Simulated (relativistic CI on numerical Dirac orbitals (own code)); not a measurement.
Radial Dirac CI calculation of Pm³⁺: levels, rates and radial parameters.

Command:

```sh
python run_levels.py task.json out
```

Input:

```
atom Pm  Z=61  charge=3  electrons=58
nucleus A=145  rms_radius_fm=4.9620
hamiltonian dirac-coulomb  breit=on  qed=on  c_scale=1
orbitals kli  potential=per-configuration
slater_scale 0.85
correlation p86
mixing on
configurations
  [Xe] 4f4
  [Xe] 4f3 5d
  [Xe] 4f2 5d2
  [Xe] 4f3 6s
  [Kr] 4d10 4f4 5s2 5p5 5d
  [Xe] 4f3 6p
  [Kr] 4d10 4f6 5s2 5p4
  [Kr] 4d10 4f5 5s2 5p5
  [Xe] 4f3 6d
  [Xe] 4f3 7s
  [Xe] 4f3 5f
  [Xe] 4f3 7p
  [Xe] 4f2 5d 6s
  [Xe] 4f2 5f2
  [Kr] 4d10 4f4 5s2 5p5 6s
  [Xe] 4f3 8s
  [Xe] 4f2 6s2
end
```

Hardware: one thread of Neoverse-V2, on a shared host. Rates were computed among at most 60 levels.

Question: How large is the problem, and how long does it take?

Answer: 15957 determinants at the lowest M give 15957 levels; 176 SCF iterations in all; about 77 s of CPU and 0.87 GiB at the peak.
